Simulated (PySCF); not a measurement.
**InN and its ions**

UHF-CCSD(T); basis In def2-TZVPPD with ECP28, N def2-TZVPPD; scalar-relativistic core potentials; PySCF 2.14. Neutral (UHF): triplet (π ↑↑), Re = 2.211 Å, ωe = 448 cm⁻¹, De = 1.64 eV.

InN⁺ (UHF): quartet (σ ↑, π ↑↑), Re = 3.162 Å, ωe = 72.4 cm⁻¹, De = 0.09 eV to In⁺ + N. The energies at the minima are -244.03916 hartree for InN and -243.77949 for InN⁺.

**Question.** Work out the adiabatic ionisation energy, without and with harmonic zero-point energies (1 hartree = 27.2114 eV, 1 eV = 8065.5 cm⁻¹), and the change of the bond length.

**Answer.** At UHF-CCSD(T): 0.25967 hartree = 7.066 eV between the minima; the zero-point term (72.4 − 448.0)/2 cm⁻¹ = -0.023 eV makes it 7.043 eV. Re changes by +95.1 pm against the neutral. The electron leaves a σ orbital, and the ion is left as a loose complex of an ion and an atom.

InN⁻ (ROHF): doublet (π ↑), Re = 2.056 Å, ωe = 564 cm⁻¹, De = 2.64 eV to In⁻ + N. The energies at the minima are -244.03916 hartree for InN and -244.08642 for InN⁻.

**Question.** Work out the adiabatic electron affinity, without and with harmonic zero-point energies (1 hartree = 27.2114 eV, 1 eV = 8065.5 cm⁻¹), and the change of the bond length.

**Answer.** At CCSD(T): 0.04726 hartree = 1.286 eV between the minima; the zero-point term (448.0 − 564.0)/2 cm⁻¹ = -0.007 eV makes it 1.279 eV. Re changes by -15.5 pm against the neutral. The electron enters a π orbital; the charge polarises the partner, so the anion is bound more strongly.

Correlated steps freeze 5 core orbitals. UHF and ROHF references stand side by side, which adds small steps between rows. Weak bonds: InN⁺. Basis-set superposition, not corrected here, can be much of De in a small basis, most of all at correlated wavefunction levels. These are scalar-relativistic numbers at best; spin–orbit coupling would shift them, the dissociation energy most. For an ion De counts to the pair picked by the measured ionisation energies or electron affinities, which need not be the lowest pair at this level. States were picked by a PBE0 search and need not be the measured ground states.

Neutral and ion stand on different kinds of reference determinant, which adds to the error of the difference.
